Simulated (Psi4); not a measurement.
Psi4 input (wB97X-D/6-311+G**):

```
memory 1500 MB

molecule {
1 2
F    -1.18052945   -0.44662393    0.00012778
S     0.00107893    0.50509259   -0.00997059
F     1.17861135   -0.45131845    0.01759770
symmetry c1
no_reorient
no_com
}

set {
  basis 6-311+G**
  reference uks
  scf_type pk
  dft_radial_points 99
  dft_spherical_points 590
  e_convergence 1e-8
  d_convergence 1e-7
  maxiter 150
}

e = energy('wb97x-d')
print_out(f'\nFINAL {e:.10f} DIPOLE {variable("CURRENT DIPOLE")[0]:.6f} {variable("CURRENT DIPOLE")[1]:.6f} {variable("CURRENT DIPOLE")[2]:.6f}\n')
```

From the last part of the output:

```
  HONO-1 :   16  A 1.9986845
  HONO-0 :   17  A 1.0000000
  LUNO+0 :   18  A 0.0013155
  LUNO+1 :   19  A 0.0002207
  LUNO+2 :   20  A 0.0001340
  LUNO+3 :   21  A 0.0000513

Computation Completed

Properties will be evaluated at   0.000000,   0.000000,   0.000000 [a0]

Properties computed using the SCF density matrix

 Multipole Moments:

 ------------------------------------------------------------------------------------
     Multipole            Electronic (a.u.)      Nuclear  (a.u.)        Total (a.u.)
 ------------------------------------------------------------------------------------

 L = 1.  Multiply by 2.5417464519 to convert [e a0] to [Debye]
 Dipole X            :          0.0019590           -0.0000000            0.0019589
 Dipole Y            :          0.9170938            0.0000000            0.9170939
 Dipole Z            :         -0.0181033           -0.0000002           -0.0181035
 Magnitude           :                                                    0.9172746

 ------------------------------------------------------------------------------------

FINAL -597.4346005590 DIPOLE 0.001959 0.917094 -0.018104

*** Psi4 exiting successfully. Buy a developer a beer!
```

The dipole moment of an ion depends on the origin.
